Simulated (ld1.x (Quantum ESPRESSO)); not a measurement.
# Which change was made? (I, TM)

- Element: I (Z = 53)
- Generator: ld1.x (Quantum ESPRESSO) 7.5
- Type: norm-conserving Troullier–Martins (Kleinman–Bylander form)
- Functional: LDA (PZ)
- Relativity: scalar-relativistic
- Frozen core: [Ar] 3d10
- Valence charge: 25
- Reference configuration: 4s2 4p6 4d10 5s2 5p4 (charge +1)
- Partial waves: 4s (bound): rc 1.00 bohr; 4p (bound): rc 1.30 bohr; 4d (bound): rc 1.35 bohr
- Local potential: the d channel
- Core correction: none

Occupied shells without a wave of their own: 5p, 5s. They enter only through the test configuration that unscreens the potential.

Cutoffs, loose and tight: the cutoffs (Ry, on a coarse ladder) from which the occupation-weighted sum of valence levels, in a spherical-Bessel basis at the reference potential, stays within 10 and 1 mRy of its value at 400 Ry. They do not see the model core or the augmentation charge, which bear on the density cutoff. Test errors are all-electron minus pseudo excitation energies from the reference, over the configurations 4s2 4p6 4d10 5s2 5p5; 4s2 4p6 4d10 5s2 5p3; 4s2 4p6 4d10 5s2 5p2; 4s2 4p6 4d9 5s2 5p6; 4s2 4p6 4d10 5s1 5p5; 4s2 4p5 4d10 5s2 5p5; 4s2 4p6 4d9 5s2 5p5 (two spin-polarised tests are not counted in the largest error); variants that change the core or the reference have their own tests.

The base gives: outcome: generated, misses its reference levels by 1.25 eV; cutoff, loose: 180 Ry; cutoff, tight: 300 Ry; bound ghosts: none; largest test error (meV): -956.

Q: After one change the result is: outcome: generated, misses its reference levels by 1.25 eV; cutoff, loose: 180 Ry; cutoff, tight: 300 Ry; bound ghosts: none; largest test error (meV): -1287. Which change was it?
A. functional PBEsol
B. reference 4s2 4p6 4d10 5s1.5 5p5.5
C. core [Kr], valence charge 17; reference 4d10 5s2 5p5; waves now 5s (bound): rc 1.35 bohr; 5p (bound): rc 2.20 bohr; 4d (bound): rc 1.35 bohr; local potential all-electron potential smoothed inside 1.45 bohr (lloc = -1); core correction a·sin(br)/r model core, default radius (core density twice the valence density)
D. wave 4p (bound): rc 1.30 bohr becomes 4p (bound): rc 1.48 bohr

A: D. The others give: core [Kr], valence charge 17; reference 4d10 5s2 5p5; waves now 5s (bound): rc 1.35 bohr; 5p (bound): rc 2.20 bohr; 4d (bound): rc 1.35 bohr; local potential all-electron potential smoothed inside 1.45 bohr (lloc = -1); core correction a·sin(br)/r model core, default radius (core density twice the valence density) → outcome: generated; cutoff, loose: 110 Ry; cutoff, tight: 200 Ry; bound ghosts: s; largest test error (meV): +89 | reference 4s2 4p6 4d10 5s1.5 5p5.5 → outcome: generated, misses its reference levels by 1.20 eV; cutoff, loose: 180 Ry; cutoff, tight: 300 Ry; bound ghosts: none; largest test error (meV): -1827 | functional PBEsol → outcome: generated, misses its reference levels by 1.23 eV; cutoff, loose: 180 Ry; cutoff, tight: 300 Ry; bound ghosts: none; largest test error (meV): -936.
